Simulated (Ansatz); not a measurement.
GeH8N2Si, SMILES `N[SiH2][GeH2][NH2]` at its PBE0-D4/def2-TZVP geometry, where that method's forces vanish. Total charge 0; spin multiplicity 1.

```xyz
12

N     0.5839   -2.0936    0.1454
Si    1.1891   -0.5591   -0.3669
Ge   -0.4770    1.1513   -0.6240
N    -1.4496    1.4795    0.9258
H     0.3514   -2.2332    1.1153
H    -0.0388   -2.6151   -0.4507
H     1.9156   -0.7462   -1.6544
H     2.1509   -0.1134    0.6798
H     0.1351    2.5084   -1.0307
H    -1.5262    0.7442   -1.6815
H    -1.9590    0.6680    1.2509
H    -0.8755    1.8091    1.6910
```

**Question.** What forces (eV/Å) does PBE-D4/def2-TZVPP give on these atoms in the Gaussian-basis code of Ansatz? (Estimate.)

**Answer.** Computed: 
```
N1   0.208 -0.095 -0.022
Si2 -0.003  0.221 -0.083
Ge3  0.211 -0.111 -0.170
N4  -0.270  0.277 -0.067
H5  -0.095 -0.055  0.323
H6  -0.221 -0.179 -0.188
H7   0.095 -0.035 -0.138
H8   0.103  0.039  0.111
H9   0.047  0.160 -0.042
H10 -0.119 -0.033 -0.104
H11 -0.157 -0.284  0.119
H12  0.202  0.094  0.262
```
